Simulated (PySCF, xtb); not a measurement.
CH₃FO₃W, SMILES C[O][W](=[O])(=[O])[F], multiplicity 1.

GFN2-xTB in xtb at its own geometry gives an orbital gap of 4.32 eV and a dipole moment of 5.98 D.

Geometry optimised at B3LYP-D3(BJ)/def2-SVP. The multiplicity is an assumed one; no other spin state was optimised. The structure was generated by enumeration; whether it is a known compound was not checked. The def2 effective core potentials stand for the cores of W; spin–orbit coupling is left out. One conformer was computed; it need not be the lowest.

What does M06-2X/def2-TZVP in PySCF give? (Estimate from the structure and the level; the computed values follow.)

gap 9.63 eV (levels -10.74 and -1.11 eV), dipole 4.12 D.
